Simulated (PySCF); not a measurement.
A side-by-side comparison of computed properties.

First species: C₃H₉NOSi.
Structure used (PBE0-D3(BJ)/def2-SVP), in Å, numbered top down from 1:
```
atom  x, y, z in Å
C1     2.5094    0.0852   -1.0250
C2     1.9340    0.6488    0.0351
C3     0.5862    0.2758    0.5641
O4     0.0082   -0.7615   -0.1717
Si5   -1.6393   -1.0359   -0.2448
N6    -2.5724    0.3294   -0.7078
H7     3.4982    0.3974   -1.3692
H8     1.9964   -0.7108   -1.5707
H9     2.4463    1.4442    0.5901
H10   -0.0596    1.1792    0.5543
H11    0.6865   -0.0130    1.6311
H12   -2.1541   -1.4320    1.1008
H13   -1.7526   -2.1268   -1.2462
H14   -2.4983    0.7625   -1.6202
H15   -3.0099    0.9395   -0.0296
```

Second species: C7H11OP.
Z-matrix (Å and degrees, PBE0-D3(BJ)/def2-SVP geometry), rows numbered from 1:
```
C 
C   1  1.5255
C   2  1.5196  1  112.30
P   2  1.8794  1  108.42  3   127.85
C   4  1.8186  2  101.60  1  -177.45
C   5  1.4390  4  125.72  2   -84.62
C   6  1.3611  5  106.27  4  -177.45
O   7  1.3487  6  110.42  5     0.44
C   8  1.3473  7  107.42  6    -0.49
H   1  1.1028  2  111.08  3   -61.45
H   1  1.1019  2  110.74  3    57.61
H   1  1.1006  2  111.86  3   178.16
H   2  1.1058  1  108.38  3  -120.40
H   3  1.1029  2  110.84  1   -59.41
H   3  1.1028  2  110.75  1    59.86
H   3  1.0999  2  111.76  1  -179.91
H   4  1.4308  2   96.92  1   -79.51
H   6  1.0883  5  127.01  4     1.93
H   7  1.0869  6  133.36  5  -179.97
H   9  1.0873  5  132.64  4    -2.41
```

Levels: PBE0/def2-SVPD for dipole moment, HOMO energy, LUMO energy, HOMO–LUMO gap, static isotropic polarisability and electronic spatial extent ⟨r²⟩ about the centre of nuclear charge; TDDFT PBE0/def2-SVPD for lowest singlet excitation; TDA PBE0/def2-SVPD for lowest triplet excitation (Tamm–Dancoff); ΔSCF PBE0/def2-SVPD for vertical ionisation energy; PBE0-D3(BJ)/def2-SVP for rotational constant A and rotational constant C. Geometries: PBE0-D3(BJ)/def2-SVP. Each species is one conformer at its optimised geometry, gas phase, non-relativistic unless stated; the electronic structure was computed with PySCF and density fitting.

Dipoles, sizes and rotational constants follow the conformer. The torsions of the flexible species, by atom-mapped SMILES:
- `[CH2:1]=[CH:2][CH2:3][O:4][SiH2:5][NH2:6]`: C1–C2–C3–O4 1°, C2–C3–O4–Si5 -156°, C3–O4–Si5–N6 53°, H–N6–Si5–O4 64°, H–N6–Si5–O4 -96°
- `[CH3:1][CH:2]([CH3:3])[PH:4][c:5]1[cH:6][cH:7][o:8][cH:9]1`: C1–C2–P4–C5 -177°, C2–P4–C5–C6 -85°

Values for the first species:

- Dipole moment: 2.12 D
- HOMO energy: -7.27 eV
- LUMO energy: 0.30 eV
- HOMO–LUMO gap: 7.57 eV
- Lowest singlet excitation: 6.69 eV
- Lowest triplet excitation (Tamm–Dancoff): 4.37 eV
- Static isotropic polarisability: 76.0 au
- Vertical ionisation energy: 9.23 eV
- Electronic spatial extent ⟨r²⟩ about the centre of nuclear charge: 973 bohr²
- Rotational constant A: 6.755 GHz
- Rotational constant C: 1.304 GHz

(1) Estimate the same properties for the second species, and the change in each.

## Answers

(1) 
| property | first | second | second less first |
| --- | --- | --- | --- |
| dipole moment | 2.12 D | 1.22 D | -0.90 D |
| HOMO energy | -7.27 eV | -6.46 eV | +0.81 eV |
| LUMO energy | 0.30 eV | -0.07 eV | -0.37 eV |
| HOMO–LUMO gap | 7.57 eV | 6.39 eV | -1.18 eV |
| lowest singlet excitation | 6.69 eV | 5.55 eV | -1.14 eV |
| lowest triplet excitation (Tamm–Dancoff) | 4.37 eV | 3.91 eV | -0.46 eV |
| static isotropic polarisability | 76.0 au | 111.1 au | +35.1 au |
| vertical ionisation energy | 9.23 eV | 8.17 eV | -1.06 eV |
| electronic spatial extent ⟨r²⟩ about the centre of nuclear charge | 973 bohr² | 1687 bohr² | +714 bohr² |
| rotational constant A | 6.755 GHz | 3.155 GHz | -3.600 GHz |
| rotational constant C | 1.304 GHz | 0.722 GHz | -0.582 GHz |

On the first: The dipole equals about 7.1 × 10⁻³⁰ C·m (1 D = 3.33564 × 10⁻³⁰ C·m). S1 lies 0.88 eV below the HOMO–LUMO gap; its leading configuration is HOMO−1→LUMO, weight 0.77.

On the second: The vertical singlet–triplet gap S1 − T1 is 1.64 eV (TDDFT singlet less Tamm–Dancoff triplet; S1: HOMO→LUMO, weight 0.86; T1: HOMO→LUMO, weight 0.68). The dipole equals about 4.1 × 10⁻³⁰ C·m (1 D = 3.33564 × 10⁻³⁰ C·m).
